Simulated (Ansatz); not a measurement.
Energy profile

The step: AlH₃ + HF → AlH₂F ([F][AlH2]) + H₂; bonds formed: H2–H5; dative contacts that become bonds: Al1–F6; bonds broken: Al1–H2, H5–F6 (atoms numbered as in the saddle structure below).

```
atom    x (Å)    y (Å)    z (Å)
 Al1  -0.0939  -0.5553   0.1590
  H2   1.2430   0.2348  -0.4843
  H3  -0.9164  -1.4145  -0.8767
  H4  -0.0199  -0.8258   1.7111
  H5   0.3763   1.2081  -0.4055
  F6  -0.5892   1.3528  -0.1036
```

Electronic energies by CCSD(T) at an estimated basis limit (MP2 extrapolated from triple and quadruple zeta, plus CCSD(T) − MP2 in triple zeta), on PBE0-D4/def2-TZVP structures; AlH₄F, singlet; no counterpoise correction. Program: Ansatz 0.2.0. Basis: def2-TZVPP and def2-QZVPP. Cores are frozen in the correlated methods. Extrapolation: Hartree–Fock as exp(−7.88 √X), correlation as X^−2.97.

Question: Give the profile in kJ/mol, counted from the separated reactants. (An estimate is asked for; the value comes from the calculation.)

Answer: The calculation gives:
```
                                                                                  point  kJ/mol
                      separated: AlH₃ (Al1, H2, H3, H4; singlet) + HF (H5, F6; singlet)     0.0
                                                                        start structure   -40.5
                                                                                 saddle   -31.0
                                                                          end structure  -182.3
separated: AlH₂F (linked as [F][AlH2]; Al1, H3, H4, F6; singlet) + H₂ (H2, H5; singlet)  -173.0
```
The saddle lies below the separated reactants: the barrier is submerged.

No T1 diagnostic of these runs exceeds 0.013.

For scale, one of the runs: CCSD(T)/def2-TZVPP, 129 basis functions (an equivalent command: `ansatz run in.yaml --threads 2`). Hardware: 2 CPU threads, shared host. Wall time 4.5 s; peak host memory 0.6 GiB.
